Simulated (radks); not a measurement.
The numbers below are computed, except where a source is named.
All-electron atom: the lutetium ion Lu51+ in [Ar] 4s2 (not the ground configuration).

Level of theory: scalar-relativistic Kohn-Sham, r2SCAN, spin-polarised, spherical densities, finite nucleus; meta-GGA in the generalised Kohn-Sham scheme; Fermi nuclear charge, rms radius 5.37 fm (a radial shooting solver on a logarithmic mesh with Libxc functionals).

Energy parts (eV):
part                      energy
total                 -326507.19
kinetic                362741.17
electron-nucleus      -725929.45
Hartree                 41366.03
exchange-correlation    -4684.94

Orbitals (lengths in bohr, moments of r in powers of bohr; <r^-3> diverges for s and p1/2; r(max) is where P^2 peaks; r(90%) holds 90 % of the orbital's charge):
orbital  occ.  eigenvalue (eV)  r(90%)   r(max)      <r^2>  <r^-3>
1s          2        -66858.66  0.0351  0.01213  0.0005123       -
2s          2        -14260.74   0.125  0.06902   0.007767       -
2p          6        -12981.91   0.117  0.05635   0.006344   17140
3s          2        -5442.679   0.289   0.1875    0.04499       -
3p          6        -5055.973   0.290   0.1831    0.04409    4464
3d          0        -4675.398   0.264   0.1462    0.03456   605.1
4s          2        -2795.833   0.533   0.3799     0.1613       -
4p          0        -2639.759   0.542   0.3837     0.1650    1668

The highest occupied level is 4s at -2795.8 eV. The configuration is held as typed, so some empty levels lie below it. The density falls to 0.001 e/bohr^3 at r = 0.88 bohr. Summed over all electrons, <r^2> = 0.7318 bohr^2, which gives a Langevin (diamagnetic) susceptibility term of -0.58 x 10^-6 cm^3/mol. The electron density at the nucleus is 1.188e+06 e/bohr^3 (large components only).
